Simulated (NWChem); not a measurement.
**Lowest excitation of H₃O₃Sb**

```
Sb
O 1 1.9719
H 2 0.9691 1 107.39
O 1 1.9779 2 99.41 3 89.52
H 4 0.9672 1 111.80 2 -34.86
O 1 1.9919 2 87.50 3 -7.87
H 6 0.9647 1 114.02 2 170.52
```
Charge 0, spin multiplicity 1.

Everything below was run with NWChem. All single points use one geometry, from PBE0/def2-SVP with def2 effective core potentials on Sb, a minimum by its harmonic frequencies. It is one conformer; others weren't searched.

Basis set: def2-SVP.

Relative cost: rough, from shared machines, SCF included, CIS = 1.

Effective core potentials replace the inner electrons of Sb; spin-orbit coupling is left out. B3LYP has NWChem's definition, with VWN1-RPA local correlation. The structure started from a generated list of species.

```json
[
 {"method": "TDA-BHandHLYP", "lowest vertical singlet excitation energy (eV)": "…", "relative cost": "under 3"},
 {"method": "TD-PBE", "lowest vertical singlet excitation energy (eV)": "5.25", "relative cost": "under 3"},
 {"method": "CIS", "lowest vertical singlet excitation energy (eV)": "…", "relative cost": "1"},
 {"method": "TD-B3LYP", "lowest vertical singlet excitation energy (eV)": "5.79", "relative cost": "under 3"}
]
```

Task: Some entries are withheld; supply them.

Result: 
- TDA-BHandHLYP, lowest vertical singlet excitation energy (eV): 6.52
- CIS, lowest vertical singlet excitation energy (eV): 7.24
